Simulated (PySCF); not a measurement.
## Two-component Hartree-Fock for Sr (strontium, neutral)

Start: [Kr] 5s2. Calculated with PySCF 2.14 in x2c-TZVPall-2c (8s9p7d1f, 77 functions): generalised Hartree-Fock with the X2C-1e Hamiltonian and a Gaussian nucleus; one run each with spin-orbit coupling (SO) switched off, then screened by Boettger's factors.

```csv
spinor shell,electrons,"ε, spin-free (eV)","ε, screened SO (eV)",weight of nominal j (screened SO),"rms radius, screened SO (bohr)"
1s1/2,2,-16197.6,-16196.9,1.000,0.0451
2s1/2,2,-2261.5,-2261.3,1.000,0.187
2p1/2,2,-2003.7,-2050.8,1.000,0.164
2p3/2,4,-2003.7,-1981.3,1.000,0.167
3s1/2,2,-379.70,-379.66,1.000,0.523
3p1/2,2,-293.91,-301.49,1.000,0.528
3p3/2,4,-293.91,-290.31,1.000,0.539
3d3/2,4,-152.04,-153.17,1.000,0.545
4s1/2,2,-53.017,-53.010,1.000,1.45
4p1/2,2,-29.795,-30.666,1.000,1.66
4p3/2,4,-29.795,-29.378,1.000,1.70
5s1/2,2,-4.932,-4.932,1.000,4.87
```

Question: Where does 3d5/2 lie, and what is the 3d spin-orbit splitting (screened SO)?

Answer: At -151.24 eV, 1.930 eV above 3d3/2.

```csv
quantity,spin-free,screened SO
E (hartree),-3177.19214,-3177.44067
M_J,0,0
⟨J²⟩,0.000,0.000
⟨L²⟩,0.000,0.006
⟨S²⟩,0.000,0.006
```

Breit and QED terms are absent; they matter most for the inner s and p1/2 levels.

Densities and radii are taken from the X2C orbitals without a picture-change correction, which distorts them close to the nucleus.

Without spin-orbit coupling the j labels of p, d and f shells carry no meaning; the spin-free column gives the mean over the occupied spinors of each nl shell.
